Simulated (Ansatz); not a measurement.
H2Cl2Si, charge -1, doublet, at a GFN2-xTB geometry (a state made from the parent by changing its charge; the spin is typed, not shown lowest) (a gas-phase anion, which may not be bound at this level); MP2/cc-pVDZ (Ansatz, a program for electronic structure).

The Ansatz input:
Ansatz 0.2 input:
```yaml
crystal:
  periodic: [false, false, false]
  atoms:
    - {symbol: Si, position_ang: [0.00365607, 0.07002271, -0.00530607]}
    - {symbol: Cl, position_ang: [2.26795077, -0.18957287, 0.06996598]}
    - {symbol: Cl, position_ang: [-2.27586797, 0.03793873, -0.05847569]}
    - {symbol: H, position_ang: [0.01104551, 0.89550759, 1.19548080]}
    - {symbol: H, position_ang: [0.07236210, 0.70195473, -1.31653085]}
basis:
  gaussian:
    orbitals: cc-pVDZ
total_charge: -1
magnetization: {spin_polarized: true, initial_magnetization: 1}
correlation: {method: mp2}
```

What the program printed (banner, timings and long lists left out):

```
Functional definition: HF
657 factors; integrals over basis functions are off by at most 1.1e-3 eV
mean field evaluation 1: about -32902.6811 eV, gradient 1.0e1 eV
mean field evaluation 2: about -32902.6864 eV, gradient 1.0e1 eV
mean field evaluation 4: about -32903.7414 eV, gradient 1.4e0 eV
mean field evaluation 8: about -32903.7773 eV, gradient 9.5e-4 eV
mean field -32903.77730053 eV, -1209.1915128132 hartree, gradient 2.5e-6 eV, S^2 0.754761; 0 other end points of the search recorded, 0 dependent functions left out
15 core orbitals not correlated
reference -32903.77730053 eV, -1209.1915128132 hartree; 11, 10 occupied and 38, 39 virtual orbitals, 657 factors
second order -9.96398984 eV of doubles, -0.00000000 eV of singles
Total energy: -32913.74129037 eV, -1209.5576826860 hartree
```
